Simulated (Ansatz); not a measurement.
GeMe4 (C₄H₁₂Ge). Charge 0, multiplicity 3. Geometry PBE-D4/def2-SVP, that of the neutral singlet; atoms count from 1.

```xyz
17

Ge    0.0000    0.0000    0.0000
C     0.7844    0.3908    1.7678
H     0.5113    1.4123    2.1005
H     1.8902    0.3229    1.7295
H     0.4191   -0.3300    2.5266
C     0.5136   -1.8212   -0.5593
H     0.0801   -2.0637   -1.5503
H     0.1508   -2.5723    0.1708
H     1.6159   -1.9126   -0.6316
C     0.6681    1.3062   -1.3194
H     0.2425    1.1026   -2.3225
H     1.7729    1.2567   -1.3952
H     0.3868    2.3377   -1.0265
C    -1.9661    0.1242    0.1109
H    -2.2772    1.1400    0.4271
H    -2.3640   -0.6045    0.8454
H    -2.4284   -0.0889   -0.8738
```

At PBE0-D4/def2-TZVP a singlet of charge 0 lies 7.58 eV below the triplet at the same geometry.

Q: Estimate the Mulliken populations from the PBE0/def2-TZVP orbitals of Ansatz.

A: 
```json
{"atom": "Ge1", "charge (e)": "0.12", "spin (α − β)": "0.45"}
{"atom": "C2", "charge (e)": "-0.25", "spin (α − β)": "-0.13"}
{"atom": "H3", "charge (e)": "0.06", "spin (α − β)": "0.14"}
{"atom": "H4", "charge (e)": "0.06", "spin (α − β)": "0.11"}
{"atom": "H5", "charge (e)": "0.06", "spin (α − β)": "0.11"}
{"atom": "C6", "charge (e)": "0.79", "spin (α − β)": "-0.48"}
{"atom": "H7", "charge (e)": "-0.22", "spin (α − β)": "0.45"}
{"atom": "H8", "charge (e)": "-0.22", "spin (α − β)": "0.45"}
{"atom": "H9", "charge (e)": "-0.22", "spin (α − β)": "0.45"}
{"atom": "C10", "charge (e)": "-0.25", "spin (α − β)": "-0.13"}
{"atom": "H11", "charge (e)": "0.06", "spin (α − β)": "0.11"}
{"atom": "H12", "charge (e)": "0.06", "spin (α − β)": "0.11"}
{"atom": "H13", "charge (e)": "0.06", "spin (α − β)": "0.14"}
{"atom": "C14", "charge (e)": "-0.25", "spin (α − β)": "-0.13"}
{"atom": "H15", "charge (e)": "0.06", "spin (α − β)": "0.14"}
{"atom": "H16", "charge (e)": "0.06", "spin (α − β)": "0.11"}
{"atom": "H17", "charge (e)": "0.06", "spin (α − β)": "0.11"}
```
Mulliken values and Mayer orders depend strongly on the basis.

Q: Where does the spin sit?

A: Summed by element: Ge 0.45, C -0.88, H 2.43, of 2 unpaired in all. Largest on single atoms: C6 -0.48, H9 0.45, H8 0.45.

Q: And the Mayer bond orders between bonded heavy atoms (over 0.3)?

A: Ge1–C2 0.85 (1.97 Å); Ge1–C10 0.85 (1.97 Å); Ge1–C14 0.85 (1.97 Å). Values over 0.3 also appear between atoms too far apart for a bond (C2–C6 0.38 at 3.22 Å; C6–C10 0.38 at 3.22 Å; C6–C14 0.38 at 3.22 Å); they arise where an orbital or an unpaired electron spreads over both atoms.
